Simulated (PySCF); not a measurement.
# Reading the logs of faulty runs: B2CH5Si cation

These are calculations, not measurements. They come from PySCF 2.14.0, an open-source quantum chemistry program, on an isolated molecule that a program drew, which may never have been made. The molecule is B2CH5Si cation (charge +1, singlet), drawn as the SMILES string `[BH+]C=[SiH]B`.

Each row is a Hartree-Fock (HF) and frozen-core CCSD(T) single point in the cc-pV(D+d)Z basis, meant for a local HF minimum. Run 1 is clean. Each other run has one planted mistake out of seven kinds, and not every kind appears here: one electron removed, one electron added, multiplicity raised by two, geometry at a saddle point, minimal basis STO-3G, one bond length entered in bohr, all coordinates scaled. The reference is restricted for singlets and unrestricted otherwise, and also for a bond in bohr. Adding or removing an electron swaps singlet and doublet. Electrons count all cores. HOMO and LUMO are orbital energies over both spins, the gradient is its largest component, and the lowest frequency (negative if imaginary) is given only where the gradient is small. Bond lengths are over the 8 bonds as drawn. T1 is the CCSD diagnostic: over 0.02 (restricted) or 0.045 (unrestricted) a single reference is doubtful.

Geometry of the clean run:
```xyz
9
B2CH5Si cation, angstrom
B    -0.4456    1.9378   -0.1654
C    -1.0601    1.5514    1.0419
Si   -0.7063    0.0814    1.9407
B     0.6473   -1.3525    1.4347
H     0.0817    2.2361   -1.1699
H    -1.8185    2.2202    1.4517
H    -1.4765   -0.1101    3.1759
H     1.7642   -1.2579    1.8368
H     0.2916   -2.2686    0.7624
```

```
run  electrons  basis functions  <S^2>  HOMO (eV)  LUMO (eV)  gradient (hartree/bohr)  lowest frequency (cm^-1)  mean bond (Å)  longest bond (Å)      T1  HF (hartree)  CCSD(T) (hartree)                          mistake
  1         34               90  0.000     -15.32      -4.36                  1.8e-05                        80         1.4147             2.036  0.0144    -378.75251         -379.17193                         no fault
  2         34               29  0.000     -13.68      -1.57                  2.8e-02                         -         1.4147             2.036  0.0139    -374.38143         -374.59715             minimal basis STO-3G
  3         34               90  0.709     -14.61      -4.64                  2.1e-02                         -         1.5471             2.250  0.0625    -378.63111         -379.04974  one bond length entered in bohr
  4         34               90  2.021     -11.77      -6.48                  6.3e-02                         -         1.4147             2.036  0.0144    -378.64885         -379.04040       multiplicity raised by two
  5         34               90  0.000     -15.70      -4.29                  1.9e-02                         -         1.3722             1.975  0.0138    -378.74447         -379.15978                                ?
```

**Which mistake was planted in run 5, and what did it cost?**

The mean and the longest bond both change by the same factor, 0.970, and the gradient is no longer small. So the mistake is: all coordinates scaled. Subtracting run 1 and multiplying by 627.51 kcal/mol a hartree, the energy moved by 5.0 kcal/mol in HF and 7.6 kcal/mol in CCSD(T).

Cautions from the logs. Run 3: T1 is over the limit, so its CCSD(T) energy is less reliable.
